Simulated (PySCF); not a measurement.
**Correlation energy of N (nitrogen, neutral)**

[He] 2s2 2p3, high-spin 4S determinant. All numbers are calculated (PySCF 2.14, no relativity, point nucleus, in aug-cc-pVQZ). Frozen: 1s2; 5 electrons correlated.

```json
{"level": "CCSD", "correlation energy (mhartree)": "-118.79"}
{"level": "(T)", "correlation energy (mhartree)": "-2.90"}
{"level": "CCSD(T)", "correlation energy (mhartree)": "-121.69"}
```

Diagnostics: T1 = 0.0071, D1 = 0.0154, largest double amplitude 0.028.

Cost of the coupled-cluster step: roughly 17 core-seconds, for 5 correlated electrons.

Iterations:

```
CC2 = 0
CCSD nocc = (np.int64(4), np.int64(1)), nmo = (79, 79)
frozen orbitals [[0], [0]]
max_cycle = 100
direct = 0
conv_tol = 1e-08
conv_tol_normt = 1e-06
diis_space = 8
diis_start_cycle = 0
Init t2, MP2 energy = -0.104621880483847
Init E_corr(UCCSD) = -0.104621880484422
cycle = 1  E_corr(UCCSD) = -0.115316788210709  dE = -0.0106949077  norm(t1,t2) = 0.0294045
cycle = 2  E_corr(UCCSD) = -0.117608867607589  dE = -0.0022920794  norm(t1,t2) = 0.0112502
cycle = 3  E_corr(UCCSD) = -0.118855454276494  dE = -0.00124658667  norm(t1,t2) = 0.00538357
cycle = 4  E_corr(UCCSD) = -0.118779915673714  dE = 7.55386028e-05  norm(t1,t2) = 0.00104607
cycle = 5  E_corr(UCCSD) = -0.11878725136906  dE = -7.33569535e-06  norm(t1,t2) = 0.000306985
cycle = 6  E_corr(UCCSD) = -0.118791546963808  dE = -4.29559475e-06  norm(t1,t2) = 8.33806e-05
cycle = 7  E_corr(UCCSD) = -0.118791569788198  dE = -2.28243899e-08  norm(t1,t2) = 2.12528e-05
cycle = 8  E_corr(UCCSD) = -0.118791550439877  dE = 1.93483201e-08  norm(t1,t2) = 3.38135e-06
cycle = 9  E_corr(UCCSD) = -0.118791559563412  dE = -9.12353462e-09  norm(t1,t2) = 8.49405e-07
UCCSD converged
E(UCCSD) = -54.52261108020547  E_corr = -0.118791559563412
UCCSD(T) correction = -0.00289974079305621
```
